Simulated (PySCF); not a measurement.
A GIAO shielding run with PySCF (density fitting, non-relativistic, gas phase) on SMILES [SiH2](CC(=O)C1=CC=CS1)O, C6H8O2SSi:

```
$ OMP_NUM_THREADS=1 python probes_run.py task.json out

{"job": {"kind": "nmr", "xc": "PBE0", "basis": "pcSseg-1"}, "charge": 0, "multiplicity": 1}
O     -1.777376     0.913768    -0.074296
C     -0.573726     0.747850     0.099215
C      0.420628     1.729789    -0.380412
Si     0.330305     1.660643    -2.309847
O     -1.231959     1.593348    -2.701620
C     -0.087929    -0.485071     0.709844
C     -0.870017    -1.508159     1.186615
C     -0.124084    -2.571705     1.719416
C      1.218130    -2.352604     1.641932
S      1.596471    -0.844654     0.926178
H      0.103862     2.729935    -0.091330
H      1.419232     1.541448    -0.001461
H      1.025980     0.454746    -2.756200
H      0.894041     2.895217    -2.839553
H     -1.862111     1.427719    -1.987455
H     -1.943805    -1.471560     1.146719
H     -0.559888    -3.459670     2.141276
H      2.013488    -2.994722     1.966043
```

Hardware: 1 thread of an Arm Neoverse V1, shared host. The job also computes population analyses, field gradients, ring-centre shieldings.

**Question.** How large is the calculation?

**Answer.** 90 electrons, 224 basis functions and 1206 auxiliary functions.

**Question.** How long does it take, and how much memory does it need?

**Answer.** 65 s of wall time, with 15 SCF cycles and 5 response iterations; peak memory 1.1 GiB. Times on a shared host scatter by some tens of per cent.
